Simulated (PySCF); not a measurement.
HO3W, SMILES [O]=[W+](=[O])[OH], charge +1, multiplicity 1.

Geometry optimised at PBE0-D3(BJ)/def2-SVP. The spin state was assumed, not searched. The isomer is the one that the SMILES or the coordinates give; other isomers of the formula were not compared. The def2 effective core potentials stand for the cores of W; spin–orbit coupling is left out. The values are those of a single conformer.

Calculation: PBE0/def2-TZVPD run with PySCF.

Symmetry labels are those of the subgroup Cs that the program uses (full group Cs).

Computed valence orbital energies around the gap with their symmetry:
```json
[
 {"orbital": "HOMO−7", "symmetry": "A\"", "energy (eV)": "-18.80"},
 {"orbital": "HOMO−6", "symmetry": "A'", "energy (eV)": "-18.70"},
 {"orbital": "HOMO−5", "symmetry": "A'", "energy (eV)": "-18.24"},
 {"orbital": "HOMO−4", "symmetry": "A\"", "energy (eV)": "-18.16"},
 {"orbital": "HOMO−3", "symmetry": "A'", "energy (eV)": "-17.04"},
 {"orbital": "HOMO−2", "symmetry": "A'", "energy (eV)": "-16.40"},
 {"orbital": "HOMO−1", "symmetry": "A\"", "energy (eV)": "-16.10"},
 {"orbital": "HOMO", "symmetry": "A\"", "energy (eV)": "-15.36"},
 {"orbital": "LUMO", "symmetry": "A'", "energy (eV)": "-10.52"},
 {"orbital": "LUMO+1", "symmetry": "A'", "energy (eV)": "-8.58"},
 {"orbital": "LUMO+2", "symmetry": "A\"", "energy (eV)": "-8.18"},
 {"orbital": "LUMO+3", "symmetry": "A'", "energy (eV)": "-6.84"}
]
```
